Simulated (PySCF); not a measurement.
Does the structure fit the spectrum?

A compound C3H9FOSi3 gives the data below (simulated from a calculation) and was assigned the structure `COC1=C([SiH3])[Si@@H](F)[SiH2]1`.

13C{1H} NMR (computed): δ 183.0 (C), 112.2 (CH2), -4.5 (CH3).

1H NMR (400 MHz, computed): δ 6.00 (m, 2H), 5.89 (m, 2H), 5.65 (m, 1H), 4.92 (m, 1H), 0.64 (s, 3H).

Theory: structure optimised with GFN2-xTB, GIAO PBE0/pcSseg-1 shieldings, in PySCF 2.14 (relativity neglected, one computed conformer, isolated molecule, rapidly exchanging positions averaged).

Shifts are taken against calculated references (same method and geometry level): 1H (31.72 ppm), 13C (186.93 ppm) against TMS.

Q: Compare with the shifts computed for the proposed structure, pairing carbons in order of shift.

A: Atom-mapped SMILES (the numbers label the heavy atoms): `[CH3:1][O:2][C:3]1=[C:4]([SiH3:5])[Si@@H:6]([F:7])[SiH2:8]1`. Each H is labelled by its parent atom.

```json
{"atom": "C3", "computed for proposal": "201.2", "given list": "183.0", "difference": "+18.2"}
{"atom": "C4", "computed for proposal": "146.9", "given list": "112.2", "difference": "+34.7"}
{"atom": "C1", "computed for proposal": "61.1", "given list": "-4.5", "difference": "+65.6"}
```

The rms difference is 44.1 ppm and the largest +65.6 ppm at C1 (methyl carbon bonded to O). The carbon types in order of shift don't match either: C, C, CH3 for the proposal against C, CH2, CH3 in the data. The proposal doesn't fit.

Q: Which isomer fits?

A: `C=C(F)[Si]1(C)[SiH2]O[SiH2]1`.

1. Carbon types of the structure: 1 × C, 1 × CH2, 1 × CH3, leaving 4 H on heteroatoms.
2. δC 183.0: fully substituted alkene carbon.
3. δC 112.2: terminal =CH2 carbon; an sp2 carbon of a C=C bond.
4. δC -4.5: methyl carbon bonded to Si; an electropositive neighbour leaves it electron-rich and shielded.
5. δH 5.65, 4.92: hydrogen on a terminal =CH2 carbon; a vinylic proton, deshielded by the sp2 carbon and the C=C anisotropy.

The data come from this structure; uniqueness wasn't tested.

Splittings by 19F in the carbon and heteronuclear signals aren't shown, as no couplings were computed. Shifts are as computed. Against solution values, carbons near 30 ppm lie about +3 ppm off and those near 130 ppm about +5 ppm. Of 1211 compounds with measured shifts, 218 miss one by over three times the rms of a fit or turn the order of signals round; such compounds aren't used in these exercises. Multiplicities follow the n + 1 count of equivalent neighbours, as no J values were calculated; m marks all less simple cases, F and P coupling included.
